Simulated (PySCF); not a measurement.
**Broadened absorption spectrum of C2HF5S**

Compound: C2HF5S.
Numbering: `[CH:1]#[C:2][S:3]([F:4])([F:5])([F:6])([F:7])[F:8]` (hydrogens: H9 on C1)

Geometry (PBE0-D3(BJ)/def2-SVP, Å), atoms numbered from 1 in this order:
```xyz
9
C2HF5S angstrom
C      2.1651   -0.0835   -0.0026
C      0.9609   -0.0340   -0.0044
S     -0.7706    0.0309   -0.0038
F     -0.8602   -1.5391   -0.2818
F     -0.7460    1.6036    0.2749
F     -2.3662    0.0883   -0.0023
F     -0.8105   -0.2466    1.5688
F     -0.7956    0.3117   -1.5761
H      3.2404   -0.1246    0.0021
```

Computed with TDDFT CAM-B3LYP/def2-SVPD, vertical, gas phase, core orbitals frozen in the response in PySCF 2.14.0, density-fitted response routines.

Broadening: Gaussians 0.25 eV wide at half height, area fixed by f = 4.319×10⁻⁹ ∫ε dν̃. The width is an assumption, not a result. The curve ends short of the highest state used, and states not computed would add to its high-energy end.

| E (eV) | ε (L mol⁻¹ cm⁻¹) |
| --- | --- |
| 6.06 | 0 |
| 6.12 | 0 |
| 6.18 | 0 |
| 6.24 | 0 |
| 6.30 | 0 |
| 6.35 | 0 |
| 6.41 | 0 |
| 6.47 | 0 |
| 6.53 | 0 |
| 6.58 | 0 |
| 6.64 | 0 |
| 6.70 | 3 |
| 6.76 | 15 |
| 6.81 | 42 |
| 6.87 | 110 |
| 6.93 | 209 |
| 6.99 | 288 |
| 7.05 | 288 |
| 7.10 | 226 |
| 7.16 | 126 |
| 7.22 | 51 |
| 7.28 | 15 |
| 7.33 | 4 |
| 7.39 | 1 |
| 7.45 | 0 |
| 7.51 | 0 |
| 7.56 | 0 |
| 7.62 | 0 |
| 7.68 | 0 |
| 7.74 | 0 |
| 7.80 | 0 |
| 7.85 | 0 |
| 7.91 | 0 |
| 7.97 | 0 |
| 8.03 | 0 |
| 8.08 | 0 |
| 8.14 | 0 |
| 8.20 | 0 |
| 8.26 | 0 |
| 8.31 | 0 |
| 8.37 | 0 |
| 8.43 | 0 |
| 8.49 | 1 |
| 8.55 | 9 |

**Question.** Where are the band maxima, and which computed states make them?

**Answer.** 177 nm (7.02 eV), ε about 300, made up of S4 (50%) and S5 (50%) (ε in L mol⁻¹ cm⁻¹; maxima over ε = 5, shares over 10%). At its high-energy end, 8.55 eV, the curve is still rising (ε about 8.7, from S7 and S8). The states used: S1 6.44 eV (f 0.0000); S2 6.72 eV (f 0.0000); S3 6.72 eV (f 0.0000); S4 7.02 eV (f 0.0014); S5 7.02 eV (f 0.0014); S6 8.81 eV (f 0.0000); S7 8.95 eV (f 0.048); S8 8.95 eV (f 0.048); S9 9.15 eV (f 0.017); S10 9.15 eV (f 0.017).

**Question.** What would ε be at 7.02 eV, the highest of these maxima, with half the width (0.125 eV)?

**Answer.** About 600 L mol⁻¹ cm⁻¹ against 300, a factor of about 2.00; a lone state at its own centre would give exactly 2.

**Question.** Coming from long wavelengths, where does ε first pass 100 L mol⁻¹ cm⁻¹?

**Answer.** At about 181 nm (6.86 eV), 0.42 eV above S1.

All these states lie below the vertical ionisation energy of 12.15 eV (ΔSCF).

Time: 70 s wall. Hardware: an x86-64 server with one thread, no GPU, on a shared host.
